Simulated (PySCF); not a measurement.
# Magnetic susceptibility: SMILES C1C/C(=N/C=C)C(=O)C1, C7H9NO

Molfile (atoms numbered from 1):
```
C7H9NO
     RDKit          3D

 18 18  0  0  0  0  0  0  0  0999 V2000
    3.5487    0.1018    0.5834 C   0  0  0  0  0  0  0  0  0  0  0  0
    2.3731   -0.3522    0.1496 C   0  0  0  0  0  0  0  0  0  0  0  0
    1.3602    0.5178   -0.1527 N   0  0  0  0  0  0  0  0  0  0  0  0
    0.1221    0.2636   -0.0469 C   0  0  0  0  0  0  0  0  0  0  0  0
   -0.9446    1.2223   -0.4821 C   0  0  0  0  0  0  0  0  0  0  0  0
   -2.1857    0.3459   -0.6758 C   0  0  0  0  0  0  0  0  0  0  0  0
   -2.0301   -0.7718    0.3557 C   0  0  0  0  0  0  0  0  0  0  0  0
   -0.5376   -0.9590    0.5137 C   0  0  0  0  0  0  0  0  0  0  0  0
    0.0183   -1.9072    1.0135 O   0  0  0  0  0  0  0  0  0  0  0  0
    4.3584   -0.5690    0.8059 H   0  0  0  0  0  0  0  0  0  0  0  0
    3.7012    1.1500    0.7745 H   0  0  0  0  0  0  0  0  0  0  0  0
    2.2095   -1.4150   -0.0065 H   0  0  0  0  0  0  0  0  0  0  0  0
   -1.1101    1.9497    0.3170 H   0  0  0  0  0  0  0  0  0  0  0  0
   -0.6535    1.7698   -1.3765 H   0  0  0  0  0  0  0  0  0  0  0  0
   -2.1823   -0.0780   -1.6811 H   0  0  0  0  0  0  0  0  0  0  0  0
   -3.1116    0.9042   -0.5467 H   0  0  0  0  0  0  0  0  0  0  0  0
   -2.5243   -1.7026    0.0804 H   0  0  0  0  0  0  0  0  0  0  0  0
   -2.4203   -0.4642    1.3297 H   0  0  0  0  0  0  0  0  0  0  0  0
  1  2  2  0
  2  3  1  0
  3  4  2  0
  4  5  1  0
  5  6  1  0
  6  7  1  0
  7  8  1  0
  8  9  2  0
  8  4  1  0
  1 10  1  0
  1 11  1  0
  2 12  1  0
  5 13  1  0
  5 14  1  0
  6 15  1  0
  6 16  1  0
  7 17  1  0
  7 18  1  0
M  END
```

Theory: GIAO HF/pcSseg-1 magnetisability, rotational g tensor and spin-rotation constants, non-relativistic, gas phase in PySCF 2.14.0. Geometry: GFN2-xTB.

Problem. What are the magnetisability and the molar susceptibility?

Solution. Isotropic -1124 × 10⁻³⁰ J/T², or -67.7 × 10⁻⁶ cm³/mol; principal values -1399, -1039, -934 × 10⁻³⁰ J/T², anisotropy 423 × 10⁻³⁰ J/T² (root of half the summed squared differences of the principal values). The susceptibility is in cgs units.

Problem. Split it along the inertial axes a, b, c into diamagnetic and paramagnetic parts about the centre of mass, with the quadrupole moment.

Solution. 
| axis | χ (10⁻⁶ cm³/mol) | diamagnetic (10⁻⁶ cm³/mol) | paramagnetic (10⁻⁶ cm³/mol) | summed x² of all electrons (Å²) | quadrupole Θ (D Å) |
| --- | --- | --- | --- | --- | --- |
| a | -62.2 | -460.2 | 398.1 | 260.3 | +9.58 |
| b | -57.6 | -1185.4 | 1127.8 | 89.3 | -10.94 |
| c | -83.3 | -1483.3 | 1399.9 | 19.1 | +1.36 |

Anisotropies 2χaa − χbb − χcc = +16.6 and 2χbb − χaa − χcc = +30.3 × 10⁻⁶ cm³/mol. Θ is traceless in Buckingham's convention.

Problem. And the rotational g tensor?

Solution. 
```
axis  rotational constant (GHz)        g  nuclear part  electronic part
   a                     3.4427  -0.0632        0.5806          -0.6438
   b                     1.1415  -0.0169        0.5879          -0.6048
   c                     0.8861  -0.0054        0.5774          -0.5828
```
Asymmetric top; isotopes 12C, 1H, 14N, 16O; no vibrational averaging.
